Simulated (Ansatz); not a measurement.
Start from `[AlH2][O]C[SiH3]` and change one atom or group to get `[SiH3]BOC[SiH3]`.

Ansatz, PBE0-D4/def2-TZVP geometries, multiplicity 1. Each molecule was computed in one conformer, which needn't be the lowest.

| property | `[AlH2][O]C[SiH3]` |
| --- | --- |
| HOMO–LUMO gap (B3LYP/def2-TZVPP) / eV | 6.18 |
| HOMO–LUMO gap (ωB97M-V/def2-TZVPP) / eV | 10.50 |
| HOMO energy (PBE0/def2-TZVPP) / eV | -7.67 |
| LUMO energy (PBE/def2-TZVPP) / eV | -1.85 |
| size of the dipole moment (PBE/def2-TZVPP) / D | 0.92 |
| LUMO energy (B3LYP/def2-TZVPP) / eV | -1.29 |

(1) Give the same properties after the change, and the shifts. (Estimate.)

## Answers

(1) Computed: 
```tsv
property	`[SiH3]BOC[SiH3]`	shift
HOMO–LUMO gap (B3LYP/def2-TZVPP) / eV	6.32	0.14
HOMO–LUMO gap (ωB97M-V/def2-TZVPP) / eV	10.81	0.31
HOMO energy (PBE0/def2-TZVPP) / eV	-7.78	-0.11
LUMO energy (PBE/def2-TZVPP) / eV	-2.03	-0.18
size of the dipole moment (PBE/def2-TZVPP) / D	1.81	0.89
LUMO energy (B3LYP/def2-TZVPP) / eV	-1.26	0.03
```

Dipoles are sizes alone; their direction can turn.

B3LYP here is the variant with VWN-RPA as its local correlation; programs differ in this.
